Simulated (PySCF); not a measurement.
Spinor energies of Ni (nickel, neutral)

Start: [Ar] 3d9 4s1; 3d3/2 filled at m_j = -3/2, -1/2, +1/2, +3/2; 3d5/2 filled at m_j = -3/2, -1/2, +1/2, +3/2, +5/2; 4s1/2 filled at m_j = +1/2. Calculated with PySCF 2.14 in x2c-SVPall-2c with one added diffuse shell each of s, d type (6s5p4d1f, 48 functions): generalised Hartree-Fock with the X2C-1e Hamiltonian and a Gaussian nucleus; one run each with spin-orbit coupling (SO) switched off, then screened by Boettger's factors. This is a chosen level, not necessarily the ground level.

```json
{"spinor shell": "1s1/2", "electrons": "2", "ε, spin-free (eV)": "-8393.8", "ε, screened SO (eV)": "-8393.7", "weight of nominal j (screened SO)": "1.000", "rms radius, screened SO (bohr)": "0.0625"}
{"spinor shell": "2s1/2", "electrons": "2", "ε, spin-free (eV)": "-1043.8", "ε, screened SO (eV)": "-1043.8", "weight of nominal j (screened SO)": "1.000", "rms radius, screened SO (bohr)": "0.265"}
{"spinor shell": "2p1/2", "electrons": "2", "ε, spin-free (eV)": "-893.50", "ε, screened SO (eV)": "-905.78", "weight of nominal j (screened SO)": "0.999", "rms radius, screened SO (bohr)": "0.236"}
{"spinor shell": "3s1/2", "electrons": "2", "ε, spin-free (eV)": "-129.99", "ε, screened SO (eV)": "-129.98", "weight of nominal j (screened SO)": "1.000", "rms radius, screened SO (bohr)": "0.799"}
{"spinor shell": "3p1/2", "electrons": "2", "ε, spin-free (eV)": "-84.160", "ε, screened SO (eV)": "-86.785", "weight of nominal j (screened SO)": "0.944", "rms radius, screened SO (bohr)": "0.850"}
{"spinor shell": "3p3/2", "electrons": "4", "ε, spin-free (eV)": "-84.160", "ε, screened SO (eV)": "-82.854", "weight of nominal j (screened SO)": "0.972", "rms radius, screened SO (bohr)": "0.857"}
{"spinor shell": "3d3/2", "electrons": "4", "ε, spin-free (eV)": "-12.197", "ε, screened SO (eV)": "-12.770", "weight of nominal j (screened SO)": "0.806", "rms radius, screened SO (bohr)": "1.23"}
{"spinor shell": "3d5/2", "electrons": "5", "ε, spin-free (eV)": "-12.197", "ε, screened SO (eV)": "-11.745", "weight of nominal j (screened SO)": "0.845", "rms radius, screened SO (bohr)": "1.25"}
{"spinor shell": "4s1/2", "electrons": "1", "ε, spin-free (eV)": "-6.577", "ε, screened SO (eV)": "-6.578", "weight of nominal j (screened SO)": "1.000", "rms radius, screened SO (bohr)": "3.62"}
```

(1) Where does 2p3/2 lie, and what is the 2p spin-orbit splitting (screened SO)?

```tsv
quantity	spin-free	screened SO
E (hartree)	-1518.78178	-1518.80969
M_J	3	3
⟨J²⟩	12.010	12.010
⟨L²⟩	6.010	6.011
⟨S²⟩	2.000	2.002
```

Each row is a mean over spinors that exchange with the open shell spreads, by up to 6.636 eV (3p3/2).

Rows whose weight is well below 1 are mixtures of j = l ± 1/2: exchange outweighs spin-orbit coupling there, and the label is only the starting occupation.

Without spin-orbit coupling the j labels of p, d and f shells carry no meaning; the spin-free column gives the mean over the occupied spinors of each nl shell.

Results:

(1) At -887.46 eV, 18.319 eV above 2p1/2.
